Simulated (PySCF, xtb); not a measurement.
NaF, SMILES [F][Na].

GFN2-xTB run with xtb at its own geometry gives an orbital gap of 2.10 eV and a dipole moment of 7.26 D.

The structure is a stationary point at B3LYP-D3(BJ)/def2-TZVPD.

Problem. What does CAM-B3LYP/def2-TZVPD (PySCF) give? (An estimate is asked for; the answer gives what the named calculation found.)

Solution. gap 7.38 eV (levels -8.46 and -1.08 eV), dipole 8.08 D.
